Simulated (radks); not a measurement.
Problem. Ba IV, 53 electrons, occupied as [Kr] 4d9 5s2 5p6 (not the ground configuration). All-electron calculation, scalar-relativistic Kohn-Sham, PBE, spin-polarised, spherical densities, finite nucleus; open shells are filled with parallel spins first (spin-orbit coupling, left out, can overturn this in heavy ions); Fermi nuclear charge, rms radius 4.8378 fm. Program: a radial shooting solver on a logarithmic mesh with Libxc functionals. Some entries of the table are withheld. Estimate them.

orbital,occ.,eigenvalue (eV),<r> (bohr)
1s up,1,-37294.27,0.02558
1s down,1,-37294.27,0.02558
2s up,1,-5927.425,0.1098
2s down,1,-5926.991,0.1098
2p up,3,-5319.366,0.09619
2p down,3,-5319.028,0.09619
3s up,1,-1280.516,0.2919
3s down,1,-1280.314,0.2919
3p up,3,-1085.588,0.2899
3p down,3,-1085.356,0.2898
3d up,5,-802.6390,0.2664
3d down,5,-802.2736,0.2664
4s up,1,-279.2320,0.6703
4s down,1,-278.0050,0.6704
4p up,3,-215.9166,0.7099
4p down,3,-214.7022,0.7102
4d up,5,-123.7525,0.7863
4d down,4,-122.6004,0.7875
5s up,1,(1),1.566
5s down,1,(2),1.571
5p up,3,-44.2007,1.781
5p down,3,-44.0451,1.786
4f up,0,-28.1991,(3)
4f down,0,-27.4326,(4)
6s up,0,-20.0984,(5)
6s down,0,-20.0572,(6)

Solution. 
(1) 5s up eigenvalue (eV): -60.5764
(2) 5s down eigenvalue (eV): -60.3259
(3) 4f up <r> (bohr): 1.125
(4) 4f down <r> (bohr): 1.142
(5) 6s up <r> (bohr): 3.466
(6) 6s down <r> (bohr): 3.473
